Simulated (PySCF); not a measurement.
CH$_{4}$ClFOSi (SMILES C[Si](O)(F)Cl), singlet, at a GFN2-xTB geometry, atoms displaced at random by about 0.03 Å a coordinate; B3LYP/STO-3G, gradient by finite differences in PySCF.

PySCF was given this input:
```python
from pyscf import gto, scf, dft

mol = gto.M(
    atom='''
C     1.84330801   -0.22667337   -0.87400396
Si    0.02129330   -0.04830023   -0.33784754
O    -0.84007491   -1.24139539   -0.93378398
F    -0.58862612    1.34240420   -0.90841322
Cl   -0.24630107    0.14053668    1.69421661
H     2.30919137   -1.09600250   -0.46272046
H     2.39160732    0.65213886   -0.49333917
H     1.89394855   -0.25537320   -1.93674886
H    -1.76313604   -1.34676632   -0.84126361
''',
    basis='sto-3g',
    verbose=4,
)

mf = dft.RKS(mol)
mf.xc = 'b3lyp'
mf.conv_tol = 1e-11
mf.kernel()
scan, done = mf.as_scanner(), []
scan.scf_summary = {}
def energy(d):
    c = mol.atom_coords()
    c[2, 1] += d
    e = scan(mol.set_geom_(c, unit='Bohr', inplace=False))
    done.append(scan.converged)
    return e
h = 0.2
fd = (energy(h) - energy(-h)) / (2 * h)
print('dE/dx =', fd)
```

Output, abridged:

```
PySCF version 2.14.0

[INPUT] verbose = 4
[INPUT] num. atoms = 9
[INPUT] num. electrons = 58
[INPUT] charge = 0
[INPUT] spin (= nelec alpha-beta = 2S) = 0
[INPUT] symmetry False subgroup None
[INPUT] Mole.unit = angstrom
[INPUT] Symbol           X                Y                Z      unit          X                Y                Z       unit  Magmom
[INPUT]  1 C      1.843308010000  -0.226673370000  -0.874003960000 AA    3.483347302117  -0.428350589032  -1.651628116185 Bohr   0.0
[INPUT]  2 Si     0.021293300000  -0.048300230000  -0.337847540000 AA    0.040238505288  -0.091274206454  -0.638439322458 Bohr   0.0
[INPUT]  3 O     -0.840074910000  -1.241395390000  -0.933783980000 AA   -1.587511504019  -2.345897299398  -1.764595981706 Bohr   0.0
[INPUT]  4 F     -0.588626120000   1.342404200000  -0.908413220000 AA   -1.112342156565   2.536776286466  -1.716652193734 Bohr   0.0
[INPUT]  5 Cl    -0.246301070000   0.140536680000   1.694216610000 AA   -0.465441566487   0.265575835656   3.201605388589 Bohr   0.0
[INPUT]  6 H      2.309191370000  -1.096002500000  -0.462720460000 AA    4.363739258509  -2.071144556839  -0.874414941633 Bohr   0.0
[INPUT]  7 H      2.391607320000   0.652138860000  -0.493339170000 AA    4.519482832305   1.232363840586  -0.932275917820 Bohr   0.0
[INPUT]  8 H      1.893948550000  -0.255373200000  -1.936748860000 AA    3.579044053517  -0.482585407554  -3.659924917464 Bohr   0.0
[INPUT]  9 H     -1.763136040000  -1.346766320000  -0.841263610000 AA   -3.331844235950  -2.545019498588  -1.589757821463 Bohr   0.0

nuclear repulsion = 311.756970266606
number of shells = 23
number of NR pGTOs = 111
number of NR cGTOs = 37
basis = sto-3g
ecp = {}

******** <class 'pyscf.dft.rks.RKS'> ********
method = RKS
initial guess = minao
damping factor = 0
level_shift factor = 0
DIIS = <class 'pyscf.scf.diis.CDIIS'>
diis_start_cycle = 1
diis_space = 8
diis_damp = 0
SCF conv_tol = 1e-11
SCF conv_tol_grad = None
SCF max_cycles = 50
direct_scf = True
direct_scf_tol = 1e-13
XC library pyscf.dft.libxc version 7.1.2
    S. Lehtola, C. Steigemann, M. J. T. Oliveira, and M. A. L. Marques,  SoftwareX 7, 1–5 (2018)
XC functionals = b3lyp
    P. J. Stephens, F. J. Devlin, C. F. Chabalowski, and M. J. Frisch,  J. Phys. Chem. 98, 11623 (1994)
radial grids:
    Treutler-Ahlrichs [JCP 102, 346 (1995); DOI:10.1063/1.469408] (M4) radial grids

becke partition: Becke, JCP 88, 2547 (1988); DOI:10.1063/1.454033
pruning grids: <function nwchem_prune>
grids dens level: 3
symmetrized grids: False
atomic radii adjust function: <function treutler_atomic_radii_adjust>
small_rho_cutoff = 0
Set gradient conv threshold to 3.16228e-06
Initial guess from minao.
tot grids = 119760
init E= -954.086295209794
  HOMO = -0.397873241468331  LUMO = 0.0140183122900231  gap/eV = 11.20814
cycle= 1 E= -953.823255366497  delta_E= 0.263  |g|= 0.685  |ddm|= 3.55
  HOMO = -0.0581216564356433  LUMO = 0.145997292635623  gap/eV = 5.55436
cycle= 2 E= -953.809101531497  delta_E= 0.0142  |g|= 0.779  |ddm|=  2.3
  HOMO = -0.191498406963739  LUMO = 0.175520495459896  gap/eV = 9.98709
cycle= 3 E= -954.004739566942  delta_E= -0.196  |g|= 0.0675  |ddm|= 1.34
  HOMO = -0.187954542783798  LUMO = 0.168354672506598  gap/eV = 9.69567
cycle= 4 E= -954.00672556441  delta_E= -0.00199  |g|= 0.0213  |ddm|= 0.188
  HOMO = -0.192793033483958  LUMO = 0.166811824067658  gap/eV = 9.78535
cycle= 5 E= -954.006882930334  delta_E= -0.000157  |g|= 0.00421  |ddm|= 0.0382
  HOMO = -0.193326077052603  LUMO = 0.166788529828005  gap/eV = 9.79922
cycle= 6 E= -954.006889765659  delta_E= -6.84e-06  |g|= 0.000866  |ddm|= 0.00976
  HOMO = -0.193183295358674  LUMO = 0.167027679865709  gap/eV = 9.80184
cycle= 7 E= -954.006890069934  delta_E= -3.04e-07  |g|= 4.24e-05  |ddm|= 0.00163
  HOMO = -0.193180180098612  LUMO = 0.167021112290396  gap/eV = 9.80158
cycle= 8 E= -954.00689007072  delta_E= -7.86e-10  |g|= 8.77e-06  |ddm|= 9.21e-05
  HOMO = -0.193178518708482  LUMO = 0.167020517988701  gap/eV = 9.80152
cycle= 9 E= -954.00689007074  delta_E= -2e-11  |g|= 4.99e-06  |ddm|= 2.08e-05
  HOMO = -0.193177788649836  LUMO = 0.167020524882874  gap/eV = 9.80150
cycle= 10 E= -954.006890070749  delta_E= -8.87e-12  |g|= 1.58e-07  |ddm|= 8.41e-06
  HOMO = -0.193177840419299  LUMO = 0.16702051151847  gap/eV = 9.80150
Extra cycle  E= -954.00689007075  delta_E= -1.14e-12  |g|= 1.68e-07  |ddm|= 5.73e-07
converged SCF energy = -954.00689007075
Create scanner for <class 'pyscf.dft.rks.RKS'>

WARN: Mole.unit (angstrom) is changed to Bohr

New geometry
   1 C      1.843308010000  -0.226673370000  -0.874003960000 AA    3.483347302117  -0.428350589032  -1.651628116185 Bohr
   2 Si     0.021293300000  -0.048300230000  -0.337847540000 AA    0.040238505288  -0.091274206454  -0.638439322458 Bohr
   3 O     -0.840074910000  -1.135559947816  -0.933783980000 AA   -1.587511504019  -2.145897299398  -1.764595981706 Bohr
   4 F     -0.588626120000   1.342404200000  -0.908413220000 AA   -1.112342156565   2.536776286466  -1.716652193734 Bohr
   5 Cl    -0.246301070000   0.140536680000   1.694216610000 AA   -0.465441566487   0.265575835656   3.201605388589 Bohr
   6 H      2.309191370000  -1.096002500000  -0.462720460000 AA    4.363739258509  -2.071144556839  -0.874414941633 Bohr
   7 H      2.391607320000   0.652138860000  -0.493339170000 AA    4.519482832305   1.232363840586  -0.932275917820 Bohr
   8 H      1.893948550000  -0.255373200000  -1.936748860000 AA    3.579044053517  -0.482585407554  -3.659924917464 Bohr
   9 H     -1.763136040000  -1.346766320000  -0.841263610000 AA   -3.331844235950  -2.545019498588  -1.589757821463 Bohr

******** <class 'pyscf.scf.hf.RKS_Scanner'> ********
method = RKS_Scanner
initial guess = minao
damping factor = 0
level_shift factor = 0
DIIS = <class 'pyscf.scf.diis.CDIIS'>
diis_start_cycle = 1
diis_space = 8
diis_damp = 0
SCF conv_tol = 1e-11
SCF conv_tol_grad = None
SCF max_cycles = 50
direct_scf = True
direct_scf_tol = 1e-13
XC library pyscf.dft.libxc version 7.1.2
    S. Lehtola, C. Steigemann, M. J. T. Oliveira, and M. A. L. Marques,  SoftwareX 7, 1–5 (2018)
XC functionals = b3lyp
    P. J. Stephens, F. J. Devlin, C. F. Chabalowski, and M. J. Frisch,  J. Phys. Chem. 98, 11623 (1994)
radial grids:
    Treutler-Ahlrichs [JCP 102, 346 (1995); DOI:10.1063/1.469408] (M4) radial grids

becke partition: Becke, JCP 88, 2547 (1988); DOI:10.1063/1.454033
pruning grids: <function nwchem_prune>
grids dens level: 3
symmetrized grids: False
atomic radii adjust function: <function treutler_atomic_radii_adjust>
small_rho_cutoff = 0
Set gradient conv threshold to 3.16228e-06
tot grids = 119760
init E= -953.999906610595
  HOMO = -0.193439756785938  LUMO = 0.176541533785861  gap/eV = 10.06770
cycle= 1 E= -953.993944477582  delta_E= 0.00596  |g|= 0.0255  |ddm|= 0.319
  HOMO = -0.187793856982625  LUMO = 0.171579660296755  gap/eV = 9.77905
cycle= 2 E= -953.994061604019  delta_E= -0.000117  |g|= 0.0212  |ddm|= 0.0833
  HOMO = -0.192553883602394  LUMO = 0.173855415988542  gap/eV = 9.97050
cycle= 3 E= -953.994225056689  delta_E= -0.000163  |g|= 0.00229  |ddm|= 0.0392
  HOMO = -0.191617227297628  LUMO = 0.173869809709414  gap/eV = 9.94541
cycle= 4 E= -953.994226892192  delta_E= -1.84e-06  |g|= 0.0011  |ddm|= 0.00658
  HOMO = -0.191824653238977  LUMO = 0.173866248143962  gap/eV = 9.95096
cycle= 5 E= -953.994227330734  delta_E= -4.39e-07  |g|= 0.000218  |ddm|= 0.00209
  HOMO = -0.191861980454592  LUMO = 0.173841957439002  gap/eV = 9.95131
cycle= 6 E= -953.994227347324  delta_E= -1.66e-08  |g|= 5.4e-05  |ddm|= 0.000493
  HOMO = -0.191853095707099  LUMO = 0.173844153008112  gap/eV = 9.95113
cycle= 7 E= -953.994227348387  delta_E= -1.06e-09  |g|= 1.09e-05  |ddm|= 0.00011
  HOMO = -0.191852252719274  LUMO = 0.173844872488997  gap/eV = 9.95113
cycle= 8 E= -953.994227348423  delta_E= -3.59e-11  |g|= 1.21e-06  |ddm|= 1.84e-05
  HOMO = -0.191852310724691  LUMO = 0.173844913673416  gap/eV = 9.95113
cycle= 9 E= -953.994227348428  delta_E= -5.46e-12  |g|= 1.13e-07  |ddm|= 2.49e-06
  HOMO = -0.191852305617625  LUMO = 0.173844896396393  gap/eV = 9.95113
Extra cycle  E= -953.994227348423  delta_E= 4.55e-12  |g|= 9.26e-08  |ddm|= 4.29e-07
converged SCF energy = -953.994227348423

WARN: Mole.unit (angstrom) is changed to Bohr

New geometry
   1 C      1.843308010000  -0.226673370000  -0.874003960000 AA    3.483347302117  -0.428350589032  -1.651628116185 Bohr
   2 Si     0.021293300000  -0.048300230000  -0.337847540000 AA    0.040238505288  -0.091274206454  -0.638439322458 Bohr
   3 O     -0.840074910000  -1.347230832184  -0.933783980000 AA   -1.587511504019  -2.545897299398  -1.764595981706 Bohr
   4 F     -0.588626120000   1.342404200000  -0.908413220000 AA   -1.112342156565   2.536776286466  -1.716652193734 Bohr
   5 Cl    -0.246301070000   0.140536680000   1.694216610000 AA   -0.465441566487   0.265575835656   3.201605388589 Bohr
   6 H      2.309191370000  -1.096002500000  -0.462720460000 AA    4.363739258509  -2.071144556839  -0.874414941633 Bohr
   7 H      2.391607320000   0.652138860000  -0.493339170000 AA    4.519482832305   1.232363840586  -0.932275917820 Bohr
   8 H      1.893948550000  -0.255373200000  -1.936748860000 AA    3.579044053517  -0.482585407554  -3.659924917464 Bohr
   9 H     -1.763136040000  -1.346766320000  -0.841263610000 AA   -3.331844235950  -2.545019498588  -1.589757821463 Bohr

******** <class 'pyscf.scf.hf.RKS_Scanner'> ********
method = RKS_Scanner
initial guess = minao
damping factor = 0
level_shift factor = 0
DIIS = <class 'pyscf.scf.diis.CDIIS'>
diis_start_cycle = 1
diis_space = 8
diis_damp = 0
SCF conv_tol = 1e-11
SCF conv_tol_grad = None
SCF max_cycles = 50
direct_scf = True
direct_scf_tol = 1e-13
XC library pyscf.dft.libxc version 7.1.2
    S. Lehtola, C. Steigemann, M. J. T. Oliveira, and M. A. L. Marques,  SoftwareX 7, 1–5 (2018)
XC functionals = b3lyp
    P. J. Stephens, F. J. Devlin, C. F. Chabalowski, and M. J. Frisch,  J. Phys. Chem. 98, 11623 (1994)
radial grids:
    Treutler-Ahlrichs [JCP 102, 346 (1995); DOI:10.1063/1.469408] (M4) radial grids

becke partition: Becke, JCP 88, 2547 (1988); DOI:10.1063/1.454033
pruning grids: <function nwchem_prune>
grids dens level: 3
symmetrized grids: False
atomic radii adjust function: <function treutler_atomic_radii_adjust>
small_rho_cutoff = 0
Set gradient conv threshold to 3.16228e-06
tot grids = 119760
init E= -953.99617274248
  HOMO = -0.202320948039791  LUMO = 0.14098910960682  gap/eV = 9.34194
cycle= 1 E= -954.010083880817  delta_E= -0.0139  |g|= 0.0581  |ddm|= 0.628
  HOMO = -0.181342587235733  LUMO = 0.164492659991431  gap/eV = 9.41066
cycle= 2 E= -954.010478022928  delta_E= -0.000394  |g|= 0.0539  |ddm|= 0.201
  HOMO = -0.187492626645102  LUMO = 0.159265026405222  gap/eV = 9.43576
cycle= 3 E= -954.011580536246  delta_E= -0.0011  |g|= 0.00698  |ddm|= 0.0992
  HOMO = -0.186742323359581  LUMO = 0.158856614166088  gap/eV = 9.40423
cycle= 4 E= -954.011598487449  delta_E= -1.8e-05  |g|= 0.00292  |ddm|= 0.0182
  HOMO = -0.187444419222684  LUMO = 0.158936112699549  gap/eV = 9.42549
cycle= 5 E= -954.011601386768  delta_E= -2.9e-06  |g|= 0.000575  |ddm|= 0.005
  HOMO = -0.18721291539382  LUMO = 0.158976787038005  gap/eV = 9.42030
cycle= 6 E= -954.01160152463  delta_E= -1.38e-07  |g|= 0.000126  |ddm|= 0.00145
  HOMO = -0.187249702868019  LUMO = 0.158981425870398  gap/eV = 9.42143
cycle= 7 E= -954.011601530706  delta_E= -6.08e-09  |g|= 2.79e-05  |ddm|= 0.000269
  HOMO = -0.18724696187837  LUMO = 0.15897974150623  gap/eV = 9.42131
cycle= 8 E= -954.011601530952  delta_E= -2.46e-10  |g|= 3.16e-06  |ddm|= 4.51e-05
  HOMO = -0.187247010190979  LUMO = 0.158979611803205  gap/eV = 9.42131
cycle= 9 E= -954.011601530959  delta_E= -6.82e-12  |g|= 2.77e-07  |ddm|= 6.99e-06
  HOMO = -0.187247107974803  LUMO = 0.158979658223605  gap/eV = 9.42131
Extra cycle  E= -954.011601530957  delta_E= 1.82e-12  |g|= 2.34e-07  |ddm|= 1.13e-06
converged SCF energy = -954.011601530957
dE/dx = 0.04343545633389567
```
